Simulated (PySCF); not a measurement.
**Where the electron goes**

C6H6N2O2.
Structure used (PBE0-D3(BJ)/def2-SVP), in Å, numbered top down from 1:
```xyz
16
C6H6N2O2 angstrom
C      2.9699   -0.0914    0.1390
C      1.5272   -0.0414    0.5291
O      1.0857    0.2996    1.5867
O      0.7506   -0.4499   -0.5155
C     -0.6117   -0.5074   -0.4051
C     -1.2571   -1.0979    0.6928
N     -2.5773   -1.1940    0.7216
C     -3.2531   -0.7091   -0.3183
C     -2.5971   -0.1252   -1.3989
N     -1.2703   -0.0264   -1.4360
H      3.5825    0.3221    0.9473
H      3.1271    0.4683   -0.7936
H      3.2589   -1.1351   -0.0558
H     -0.6920   -1.4844    1.5441
H     -4.3448   -0.7896   -0.2956
H     -3.1542    0.2706   -2.2548
```

The calculation used PySCF 2.14.0, density-fitted response routines, TDDFT B3LYP/def2-SVPD, vertical, gas phase, core orbitals frozen in the response.

Kohn–Sham orbitals with the atoms that hold most of them (Löwdin shares over 4%, at most four atoms; ? is withheld):

```json
{"orbital": "HOMO-3", "ε (eV)": "-8.88", "atoms": "N10 44%, N7 27%, C9 6%, C5 6%"}
{"orbital": "HOMO-2", "ε (eV)": "-8.32", "atoms": "O3 62%, O4 10%, C1 8%, C2 8%"}
{"orbital": "HOMO-1", "ε (eV)": "-7.66", "atoms": "C8 20%, C6 17%, C9 17%, C5 16%"}
{"orbital": "HOMO", "ε (eV)": "?", "atoms": "?"}
{"orbital": "LUMO", "ε (eV)": "-1.86", "atoms": "?"}
{"orbital": "LUMO+1", "ε (eV)": "-1.31", "atoms": "C6 15%, C9 14%, C8 14%, C5 13%"}
{"orbital": "LUMO+2", "ε (eV)": "-0.38", "atoms": "C2 28%, O3 23%, O4 12%, C1 7%"}
```

Give the leading atoms of the LUMO.

N7 (bonded to 2 C) 25%; N10 (bonded to 2 C) 24%; C6 (bonded to C, N and H) 12%; C9 (bonded to C, N and H) 12%. By element: nitrogen 49%, carbon 24% or more.

Give the leading atoms of the HOMO.

N7 (bonded to 2 C) 36%; N10 (bonded to 2 C) 19%; C6 (bonded to C, N and H) 10%; C8 (bonded to C, N and H) 9%. By element: nitrogen 55%, carbon 19% or more.

What is the HOMO energy, and the HOMO–LUMO gap?

ε(HOMO) = -7.38 eV; the gap is 5.52 eV (0.2027 hartree).

The HOMO–LUMO gap is 5.52 eV. Where does the response calculation put the lowest singlet, and from which orbitals?

S1 is at 4.17 eV (f = 0.0046), 1.34 eV below the gap, made of HOMO→LUMO (98%). Without the coupling terms of the response equations the lowest excitation would equal the gap.

Give energy, strength and leading configuration of S1, S2 and S3, and follow the Löwdin shares of the leading atoms from the occupied to the empty orbital.

- S1 (4.17 eV, f 0.0046), HOMO→LUMO (98%): N7 36% → 25%, N10 19% → 24%
- S2 (4.75 eV, f 0.0002), HOMO→LUMO+1 (95%): N7 36% → at most 14%, N10 19% → at most 14%, C6 10% → 15%, C9 at most 10% → 14%
- S3 (5.21 eV, f 0.137), HOMO-1→LUMO (89%): C8 20% → at most 12%, C6 17% → 12%, N7 at most 16% → 25%, N10 at most 16% → 24%

One conformer stands for the species.
